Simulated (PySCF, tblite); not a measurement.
Compound: C5H13NSSi.
Structure used (GFN2-xTB), in Å, numbered top down from 1:
```xyz
21
C5H13NSSi angstrom
C      1.2760   -2.6138   -0.2753
C      0.9406   -1.4571    0.2835
C     -0.4715   -0.9536    0.3415
N     -0.5414    0.4428   -0.0568
C     -1.8672    0.9917    0.1522
C     -0.1347    0.6060   -1.4415
S      2.1596   -0.4395    1.0411
Si     1.1462    1.4163    1.5044
H      2.2944   -2.9570   -0.2768
H      0.5393   -3.2535   -0.7310
H     -1.1113   -1.5890   -0.2912
H     -0.8307   -1.0287    1.3743
H     -1.8553    2.0542   -0.0859
H     -2.1537    0.8762    1.1962
H     -2.6183    0.4956   -0.4760
H      0.8770    0.2253   -1.5693
H     -0.1464    1.6640   -1.6985
H     -0.8013    0.0673   -2.1272
H      1.1219    2.3404    0.3823
H     -0.0145    1.1932    2.3538
H      2.1825    1.9362    2.4099
```

Computed, not measured: PBE0/pcSseg-1 in PySCF (dipole) on a GFN2-xTB geometry, gas phase.

Masses are those of the commonest isotopes; rigid-rotor values at the optimised geometry. The values belong to one conformer with, in the numbering `[CH2:1]=[C:2]([CH2:3][N:4]([CH3:5])[CH3:6])[S:7][SiH3:8]`, C1–C2–C3–N4 -134°, C2–C3–N4–C5 -173°, C1–C2–S7–Si8 172°.

What are A, B and C (MHz)?

Ia = 297.05, Ib = 366.12, Ic = 553.36 u·Å²; 505379 MHz·u·Å²/I gives A = 1701, B = 1380, C = 913.3 MHz.

What kind of rotor is it?

An asymmetric top: κ = (2 × 1380 − 1701 − 913.3)/(1701 − 913.3) ≈ 0.19.

What does the inertial defect say?

Not planar: Δ = Ic − Ia − Ib = -109.81 u·Å². For a rigid frame Δ = −2 Σ m c², so Σ m c² = 54.91 u·Å² lies off the ab plane: 19.59 from hydrogen and 35.32 from heavier atoms. The atom farthest from that plane is 1.98 Å away.

List the rotational levels J(Ka,Kc) to J = 2 (MHz).

Above 0(0,0):
J = 1: 1(0,1) 2294, 1(1,1) 2615, 1(1,0) 3082
J = 2: 2(0,2) 6617, 2(1,2) 6735, 2(1,1) 8136, 2(2,1) 9099, 2(2,0) 9363

Which types of transition are allowed, and where do some lines up to J = 4 fall?

The dipole components are |μa| = 3.20 D, |μb| = 2.52 D, |μc| = 0.17 D. Intensities carry the squares of the components, which stand as 1.00 : 0.62 : 0.00 (a : b : c). Some lines, for components of 0.1 D or more:

```
type  branch         J(Ka,Kc)    MHz  lower level (cm⁻¹)
   c       Q  2(2,1) ← 2(1,1)    963               0.271
   b       Q  2(1,1) ← 2(0,2)   1519               0.221
   b       Q  2(2,1) ← 2(1,2)   2364               0.225
   a       Q  3(1,2) ← 3(1,3)   2690               0.426
   b       Q  3(3,1) ← 3(2,2)   2910               0.533
   b       Q  4(4,0) ← 4(3,1)   3063               0.968
   b       Q  3(2,2) ← 3(1,3)   3202               0.426
   a       Q  4(1,3) ← 4(1,4)   4065               0.690
   b       R  2(1,2) ← 1(0,1)   4441               0.077
   a       R  2(1,1) ← 1(1,0)   5054               0.103
   b       R  3(0,3) ← 2(1,2)   6014               0.225
   a       R  3(0,3) ← 2(0,2)   6132               0.221
   a       R  3(2,2) ← 2(2,1)   6881               0.304
   a       R  3(1,2) ← 2(1,1)   7332               0.271
   b       R  4(0,4) ← 3(1,3)   7897               0.426
   c       R  3(1,2) ← 2(0,2)   8851               0.221
   b       R  4(2,3) ← 3(1,2)   9464               0.516
   b       R  3(3,1) ← 2(2,0)   9527               0.312
   c       R  3(3,0) ← 2(2,0)   9639               0.312
   b       R  3(3,0) ← 2(2,1)   9903               0.304
   c       R  4(4,1) ← 3(3,1)  13141               0.630
```

Estimate the classical rotational partition function at 25 K, 298.15 K and 500 K.

Point group C1, symmetry number σ = 1; q = (√π/σ)·√((kT/h)³/(ABC)), k/h = 20836.6 MHz/K: 14400 at 25 K, 593000 at 298.15 K, 1290000 at 500 K.

Its GFN2-xTB frequencies are all real (lowest 47 cm⁻¹). Zero-point vibration and centrifugal distortion are left out. A rigid rotor knows nothing of internal rotation, which can split or shift real lines. Quadrupole hyperfine structure (14N) is left out.
